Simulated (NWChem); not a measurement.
## Correlation energy of Ga (+1)

```xyz
1

Ga     0.0000     0.0000     0.0000
```
Charge +1, spin multiplicity 1.

All runs are NWChem calculations.

Basis set: def2-QZVP. Each correlation energy counts from its own Hartree-Fock reference.

The Hamiltonian is non-relativistic. The correlated methods keep 9 core orbitals frozen. Coupled-cluster values serve here as a point of comparison, not as the truth.

| method | correlation energy (mHa) |
|---|---|
| MP2 | -217.0 |
| SCS-MP2 | ___ |
| CR-CCSD[T] | -220.2 |
| CR-CCSD(T) | ___ |
| CCSD | ___ |
| CCSD+T(CCSD) | ___ |
| CCSD(T) | -220.0 |

Q: Fill in the missing entries.

A: 
- SCS-MP2, correlation energy (mHa): -201.9
- CR-CCSD(T), correlation energy (mHa): -218.9
- CCSD, correlation energy (mHa): -212.3
- CCSD+T(CCSD), correlation energy (mHa): -221.5
